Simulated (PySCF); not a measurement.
Species: C₅H₁₂Si.
Z-matrix (Å and degrees, PBE0-D3(BJ)/def2-SVP geometry), rows numbered from 1:
```
C 
C   1  1.3364
C   2  1.4914  1  125.92
Si  3  1.9005  2  111.40  1   104.74
C   4  1.8843  3  110.82  2   -58.90
C   5  1.5262  4  114.16  3   -59.46
H   1  1.0952  2  121.76  3     2.73
H   1  1.0927  2  121.28  3  -177.75
H   2  1.0982  1  118.24  3   177.41
H   3  1.1028  2  111.22  1   -16.14
H   3  1.1035  2  111.13  1  -135.47
H   4  1.4987  3  108.94  2    62.21
H   4  1.4998  3  108.65  2   179.81
H   5  1.1038  4  107.89  3   177.05
H   5  1.1039  4  107.32  3    63.21
H   6  1.1021  5  111.76  4   -57.58
H   6  1.1014  5  111.48  4    62.47
H   6  1.1015  5  111.74  4  -177.80
```

Method used: TDDFT CAM-B3LYP/def2-SVPD, vertical, gas phase, core orbitals frozen in the response (PySCF 2.14.0, density-fitted response routines).

Frontier orbitals with the atoms that hold most of them (Löwdin shares over 4%, at most four atoms; ? is withheld):

| orbital | ε (eV) | atoms |
| --- | --- | --- |
| LUMO+2 | 1.72 | Si4 18%, C5 11%, C3 10%, H14 10% |
| LUMO+1 | 1.35 | C6 17%, Si4 12%, C1 10%, H18 7% |
| LUMO | 1.14 | ? |
| HOMO | ? | C1 33%, C2 27%, C3 14%, Si4 8% |
| HOMO-1 | -9.74 | ? |
| HOMO-2 | -10.51 | Si4 32%, H12 22%, H13 19%, C3 6% |
| HOMO-3 | -10.74 | C3 22%, Si4 13%, C2 13%, C5 11% |

Q: Give the leading atoms of the LUMO.

A: C1 (bonded to C and 2 H) 25%; C2 (bonded to 2 C and H) 24%; Si4 (bonded to 2 C and 2 H) 13%; C3 (bonded to C, Si and 2 H) 8%. By element: carbon 56% or more, silicon 13%.

Q: Give the leading atoms of the HOMO-1.

A: C5 (bonded to C, Si and 2 H) 33%; Si4 (bonded to 2 C and 2 H) 22%; C6 (bonded to C and 3 H) 12%; H18 (bonded to C) 7%. By element: carbon 46% or more, silicon 22%, hydrogen 7% or more.

Q: What is the HOMO energy, and the HOMO–LUMO gap?

A: ε(HOMO) = -8.39 eV; the gap is 9.53 eV (0.3502 hartree).

Q: The HOMO–LUMO gap is 9.53 eV. Where does the response calculation put the lowest singlet, and from which orbitals?

A: S1 is at 6.73 eV (f = 0.316), 2.80 eV below the gap, made of HOMO→LUMO (91%). Without the coupling terms of the response equations the lowest excitation would equal the gap.

Q: One configuration dominates each of S1 and S2. Which, and how do the shares of the two leading atoms of either orbital change from the occupied to the empty one?

A: 
- S1 (6.73 eV, f 0.316), HOMO→LUMO (91%): C1 33% → 25%, C2 27% → 24%
- S2 (6.91 eV, f 0.026), HOMO→LUMO+1 (70%): C1 33% → 10%, C2 27% → at most 8%, C6 at most 8% → 17%, Si4 8% → 12%

One conformer stands for the species.
